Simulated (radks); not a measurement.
Spin polarisation of the 4d7 shell in neutral ruthenium. Start: [Kr] 4d(up 3.5, down 3.5) 5s(up 0.5, down 0.5); electrons of 4d are moved from spin down to spin up, other shells keep equal spins. Calculated with a radial shooting solver on a logarithmic mesh with Libxc functionals: non-relativistic Kohn-Sham, BLYP, spin-polarised, spherical densities, point nucleus.

moment (Bohr magnetons)  E - E(0) (eV)  e(4d up) (eV)  e(4d down) (eV)  5s down minus up (eV)  4p down minus up (eV)
0                                0.000         -5.408           -5.408                  0.000                  0.000
0.75                            -0.083         -5.619           -5.179                  0.129                  0.492
1.5                             -0.330         -5.810           -4.933                  0.256                  0.981
2.25                            -0.739         -5.979           -4.672                  0.381                  1.466
3                               -1.309         -6.125           -4.396                  0.502                  1.944

At moment 3 the spin-polarisation energy is -1.309 eV and the 4d exchange splitting 1.729 eV, that is 0.576 eV per Bohr magneton; E = -I m^2/4 would give I = 0.582 eV.
